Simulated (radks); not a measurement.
The numbers below are computed, except where a source is named.
Task: All-electron atom: the gadolinium ion Gd39+ in [Ar] 3d7. Code: a radial shooting solver on a logarithmic mesh with Libxc functionals. Model: non-relativistic Kohn-Sham, PBE, spin-polarised, spherical densities, point nucleus; open shells are filled with parallel spins first (spin-orbit coupling, left out, can overturn this in heavy ions); relativity is left out, which matters for an element this heavy. Some entries of the table are withheld. Estimate them.

orbital  occ.  eigenvalue (hartree)  <1/r> (bohr^-1)
1s up       1             -1799.627            63.46
1s down     1             -1799.622            63.46
2s up       1             -343.4548            14.81
2s down     1             -342.9979            14.83
2p up       3                   (1)            14.82
2p down     3                   (2)            14.84
3s up       1             -122.0054            5.830
3s down     1             -121.5914            5.816
3p up       3             -116.5296            5.778
3p down     3             -116.0812            5.763
3d up       5             -106.8638            5.675
3d down     2             -106.2862            5.665

Result: 
(1) 2p up eigenvalue (hartree): -330.4900
(2) 2p down eigenvalue (hartree): -330.1603
